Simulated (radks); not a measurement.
The numbers below are computed, except where a source is named.
Problem. S-, configuration [Ne] 3s2 3p5. Code: a radial shooting solver on a logarithmic mesh with Libxc functionals. Model: scalar-relativistic Kohn-Sham, PBE, spin-polarised, spherical densities, point nucleus; open shells are filled with parallel spins first; hard spherical wall at 1.5 bohr. Some entries of the table are withheld. Estimate them.

orbital,occ.,eigenvalue (eV),<r^2> (bohr^2)
1s up,1,-2242.233,0.01271
1s down,1,-2241.314,0.01270
2s up,1,-89.8333,0.3012
2s down,1,-89.1491,0.3010
2p up,3,-31.1931,0.2817
2p down,3,-30.2039,0.2819
3s up,1,143.7928,0.8952
3s down,1,145.6235,0.8953
3p up,3,160.9621,0.8571
3d up,0,162.1594,0.8512
3p down,2,162.8623,0.8568
3d down,0,163.5631,0.8487
4p up,0,459.8769,0.8117
4p down,0,461.0445,0.8115
4s up,0,470.4069,(1)
4s down,0,471.5835,(2)

Solution. 
(1) 4s up <r^2> (bohr^2): 0.8549
(2) 4s down <r^2> (bohr^2): 0.8547
